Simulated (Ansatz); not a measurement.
Reactions of CH$_{8}$SeSi$_{2}$, SMILES `C[SiH2][SiH2][SeH]`.

Calculated with Ansatz (gas phase, PBE0-D4/def2-TZVP geometries, no zero-point term in ΔE). CBS: MP2 limit from def2 TZ/QZ plus the TZ coupled-cluster correction, frozen cores. This one scheme is used for every species. For Se outer-core shells are correlated without core-valence functions, which leaves a few kJ/mol of doubt a bond. Scalar relativity is left out up to krypton. One conformer a species, not always the lowest.

```tsv
reaction	CCSD(T)/CBS(def2) (kJ/mol)
`C[SiH2][SiH2][SeH]` + `[F][AlH][SeH]` → `C[Se][AlH][F]` + `[SiH3][SiH2][SeH]`	54
`C[SiH2][SiH2][SeH]` + `CN[SiH3]` → `C[SiH2]N(C)[SiH3]` + `[SiH3][SeH]`	-54
`C[SiH2][SiH2][SeH]` + CH₃SH → `CS[SiH2][SeH]` + `C[SiH3]`	?
`C[SiH2][SiH2][SeH]` + `[NH2][AlH2]` → `C[SiH2][NH][AlH2]` + `[SiH3][SeH]`	-52
```

(1) Fill in the missing values. (An estimate is asked.)

Largest T1 diagnostic: 0.011, for `[NH2][AlH2]`.

Results:

(1) The calculation gave: `C[SiH2][SiH2][SeH]` + CH₃SH → `CS[SiH2][SeH]` + `C[SiH3]`: -59.0 kJ/mol.
